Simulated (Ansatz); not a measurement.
`[F][In]([SH])[Br]` + dimethylamine → `C[N](C)[In]([F])[SH]` + HBr  (ligand exchange at the In–Br bond)

Isolated molecules relaxed with PBE0-D4/def2-TZVP in Ansatz; ΔE leaves out vibrations. CBS: MP2 limit from def2 TZ/QZ plus the TZ coupled-cluster correction, frozen cores. DFT in def2-TZVPP. B3LYP here is the variant with VWN-RPA as its local correlation; programs differ in this. def2 core potentials past Kr. For Br, In outer-core shells are correlated without core-valence functions, which leaves a few kJ/mol of doubt a bond. Scalar relativity is left out up to krypton. Each species was taken in one conformer, which may not be the lowest.

Question: Is it downhill or uphill in electronic energy at CCSD(T)/CBS, and by how much? (Estimate.)

Answer: Ansatz gave: Uphill: ΔE = +116.8 kJ/mol.

Question: What do these levels give: r2SCAN-D4, B3LYP-D4, ωB97X-V, PBE0, SCS-MP2/def2-TZVPP, HF/def2-QZVPP? (An estimate is asked.)

Answer: Ansatz gave: r2SCAN-D4 126.1, B3LYP-D4 124.4, ωB97X-V 123.9, PBE0 132.5, SCS-MP2/def2-TZVPP 116.0, HF/def2-QZVPP 155.1 kJ/mol.

Largest T1 diagnostic among the species: 0.015.

The D4 term adds −7.0 kJ/mol with B3LYP and −4.1 kJ/mol with PBE0; it sums over pairs of atoms, weighted by their polarisabilities, and B3LYP, whose exchange is more repulsive, gets the larger term. In def2-TZVPP, CCSD(T) changes the Hartree–Fock value by −41.2 kJ/mol (the triples alone add −4.8 kJ/mol) and MP2 by −42.7 kJ/mol. From PBE to PBE0 (25 % exact exchange), in def2-TZVPP and without D4, ΔE moves by +7.5 kJ/mol.
